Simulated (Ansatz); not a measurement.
This geometry of BClF2 + FH (6 atoms, charge 0, multiplicity 1) is a first-order saddle point.

Method: RKS PBE0-D4/def2-SVP in Ansatz.

```xyz
6
Properties=species:S:1:pos:R:3
B 0.012 -0.209 0.044
Cl 0.003 0.207 2.016
F 1.147 0.158 -0.517
F -1.147 0.088 -0.512
F 0.058 -1.701 0.424
H 0.047 -1.272 1.496
```

Problem. Which two structures does it join? (They come from a converged band through this point; their orientation in space is the band's.)

Solution. Bonds broken: B1–Cl2, F5–H6. Bonds formed: B1–F5, Cl2–H6. BClF2 + FH becomes BF3 + ClH.

Initial state:

```xyz
6
Properties=species:S:1:pos:R:3
B -0.001 0.199 0.119
Cl -0.010 0.614 1.844
F 1.135 0.207 -0.534
F -1.138 0.137 -0.529
F 0.068 -1.991 0.564
H 0.067 -1.894 1.487
```

Final state:

```xyz
6
Properties=species:S:1:pos:R:3
B 0.014 -0.360 -0.464
Cl 0.008 0.021 2.468
F 1.132 0.293 -0.663
F -1.141 0.227 -0.661
F 0.051 -1.644 -0.170
H 0.056 -1.266 2.442
```

Problem. How far does it lie above each of them?

Solution. 40.6 kJ/mol above the first and 101.3 kJ/mol above the second. This is the barrier of this one path; another mechanism may lie lower. The orbitals stay closed-shell, which can raise the energy where a bond breaks towards radicals; this wasn't checked here.

Time of the run: 4.8 min on 1 thread of Intel(R) Xeon(R) Platinum 8259CL CPU @ 2.50GHz (Skylake/Cascade Lake), with other jobs on the host, peak memory 0.18 GiB.
